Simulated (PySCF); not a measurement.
## Orbital picture of SiTe

r²SCAN at R = 2.284 Å; PySCF, scalar-relativistic core potentials, basis sets Si cc-pV(D+d)Z, Te cc-pVDZ-PP with ECP28. State: ¹Σ⁺ (singlet), closed shell. Only the outer orbitals are listed, counted within each symmetry, core potentials removing the inner ones.

| orbital | occ. | ε (eV) | on Si (%) | main shells (%) |
| --- | --- | --- | --- | --- |
| 7σ | 2 | -16.43 | 21 | 77 Te s, 15 Si s |
| 8σ | 2 | -11.07 | 64 | 64 Si s, 18 Te p, 17 Te s |
| 9σ | 2 | -6.62 | 56 | 42 Te p, 39 Si p, 16 Si s |
| 4π | 2 | -6.60 | 27 | 72 Te p, 26 Si p |
| 4π | 2 | -6.60 | 27 | 72 Te p, 26 Si p |
| 5π | 0 | -3.25 | 73 | 72 Si p, 26 Te p |
| 5π | 0 | -3.25 | 73 | 72 Si p, 26 Te p |
| 10σ | 0 | 0.37 | 67 | 60 Si p, 32 Te p |

Which are the highest filled and the lowest empty level, where do they sit, and how wide is the gap?

Highest filled 4π at -6.60 eV (in %: 72 Te p, 26 Si p); lowest empty 5π at -3.25 eV (in %: 72 Si p, 26 Te p); the gap at r²SCAN is 3.35 eV.

The bond order (Mayer) is 2.51 and the ⟨S²⟩ is 0.000. The charge on Si (Mulliken, basis-dependent) is 0.08, the charge on Si (Löwdin, basis-dependent) is 0.01 and the dipole moment (positive dipole means Si(−)Te(+)) is -0.60 D.

Spin–orbit coupling is left out.
